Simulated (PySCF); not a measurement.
B2H4O4. Atoms are numbered in the order given.

```xyz
10

B     -0.0656     0.8451     0.0000
O     -1.2276     1.5580     0.0000
O      1.1781     1.4369     0.0000
B     -0.0403    -0.8771     0.0000
O      1.1661    -1.5283     0.0000
O     -1.1742    -1.6286     0.0000
H     -1.1278     2.5200     0.0000
H      1.1903     2.4041     0.0000
H      1.8951    -0.8938     0.0000
H     -0.9676    -2.5751     0.0000
```
Charge 0, spin multiplicity 1.

Geometry optimised at B3LYP-D3(BJ)/def2-SVP. Other conformers were not sampled.

Method: PBE/pcSseg-1 (PySCF).

GIAO shieldings, no solvent; atoms listed in one row are averaged. δ = σ(ref) − σ: ¹¹B against BF3 (σ = 83.9 ppm); ¹⁷O against H2O (σ = 334.3 ppm); ¹H against TMS (σ = 31.49 ppm), references at their B3LYP-D3(BJ)/def2-TZVP geometries, non-relativistic.

### Question
Estimate the chemical shifts. (Estimate from the structure and the level; the computed values follow.)

### Answer

| nucleus | atoms | count | δ (ppm) |
|---|---|---|---|
| ¹¹B | B4 | 1 | 14.8 |
| ¹¹B | B1 | 1 | 13.1 |
| ¹⁷O | O5 | 1 | 165.6 |
| ¹⁷O | O2 | 1 | 150.8 |
| ¹⁷O | O3 | 1 | 150.0 |
| ¹⁷O | O6 | 1 | 146.3 |
| ¹H | H9 | 1 | 5.54 |
| ¹H | H10 | 1 | 4.45 |
| ¹H | H7 | 1 | 3.58 |
| ¹H | H8 | 1 | 3.42 |
